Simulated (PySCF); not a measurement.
A GIAO shielding run with PySCF (density fitting, non-relativistic, gas phase) on `C(C)CCS[Si](C)(C)SCCCC`, C$_{10}$H$_{24}$S$_{2}$Si:

```
$ OMP_NUM_THREADS=2 python probes_run.py task.json out

{"job": {"kind": "nmr", "xc": "HF", "basis": "pcSseg-1", "pop": false}, "charge": 0, "multiplicity": 1}
C     -4.069158     1.772531     0.381064
C     -4.424527     0.294627     0.465175
C     -3.279381    -0.647120     0.100072
C     -2.823183    -0.514446    -1.341369
S     -1.561642    -1.728902    -1.871171
Si     0.156082    -1.269417    -0.665480
C      1.593861    -2.009573    -1.612355
C      0.093190    -2.005980     1.061785
S      0.217233     0.886024    -0.577097
C      1.211881     1.200771     0.930454
C      2.669282     0.774039     0.851246
C      3.459840     1.411758    -0.281013
C      4.890609     0.907191    -0.365484
H     -3.180859     2.001827     0.991249
H     -3.840565     2.084356    -0.649571
H     -4.896607     2.404446     0.737552
H     -4.752532     0.056202     1.491000
H     -5.294210     0.081720    -0.182038
H     -2.421932    -0.438785     0.762474
H     -3.575289    -1.692578     0.286106
H     -3.663918    -0.688855    -2.032016
H     -2.431892     0.491694    -1.546457
H      1.441798    -3.091360    -1.757791
H      2.539280    -1.867036    -1.066648
H      1.685242    -1.535159    -2.600110
H     -0.084982    -3.089217     0.972159
H      1.045670    -1.861341     1.595325
H     -0.717576    -1.577352     1.667564
H      0.710245     0.732854     1.790479
H      1.137242     2.290669     1.072597
H      2.726879    -0.325604     0.764626
H      3.143759     1.017649     1.819440
H      3.453820     2.508566    -0.151176
H      2.932876     1.220052    -1.230540
H      5.445927     1.103050     0.566207
H      4.919419    -0.180639    -0.542167
H      5.440765     1.388163    -1.188137
```

Hardware: 2 threads of an Intel Xeon Platinum 8488C, shared host.

(1) How large is the calculation?

(2) How long does it take, and how much memory does it need?

Answers

(1) 130 electrons, 362 basis functions and 1941 auxiliary functions.

(2) 65 s of wall time, with 10 SCF cycles and 7 response iterations; peak memory 2.8 GiB. Times on a shared host scatter by some tens of per cent.
